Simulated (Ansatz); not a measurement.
Ideal-gas functions of CH2GaNO (`N#C[O][GaH2]`) at 298.15 K and 1 bar, from an Ansatz frequency run at PBE0-D4/def2-TZVP.

Molar mass 113.76 g/mol, point group Cs (symmetry number 1), electronic degeneracy 1, moments of inertia 15.845, 226.348, 242.193 u Å². Harmonic wavenumbers (cm⁻¹, unscaled): 122, 150, 476, 495, 565, 628, 641, 708, 1201, 2052, 2084, 2370.

Use S(trans) = R[1.5 ln M + 2.5 ln T − 1.1517]; rotational temperatures θ = 24.2544 K / I; S(rot) = R[ln(√π/σ · √(T³/θAθBθC)) + 1.5]; for each mode x = 1.438777 ν̃/T, S = R[x/(eˣ − 1) − ln(1 − e⁻ˣ)] and H = RT x/(eˣ − 1); 1 cm⁻¹ = 0.0119627 kJ/mol; R = 8.31446 J/(mol·K).

Question: By hand: the entropy, in J/(mol·K).

Answer: Translation 167.9. Rotation: θ = 1.5307, 0.1072, 0.1001 K, giving 105.4. Vibration, mode by mode: 12.84, 11.18, 3.02, 2.81, 2.15, 1.69, 1.61, 1.24, 0.17, 0.00, 0.00, 0.00, in all 36.7. Electronic 0.0. Sum 310.0 J/(mol·K).

Question: By hand: H − E and G − E in kJ/mol, counted from the electronic energy.

Answer: Zero-point energy ½ × 11492 × 0.0119627 = 68.7; thermal vibration 6.3; translation, rotation and pV give 4 RT = 9.9. H − E = 84.9 kJ/mol, and G − E = 84.9 − 298.15 × 310.0/1000 = -7.5 kJ/mol.

Vibration gives 12 % of the entropy, 12.8 J/(mol·K) of it from the mode under 150 cm⁻¹: soft modes count most, and the harmonic formula is weakest for them.
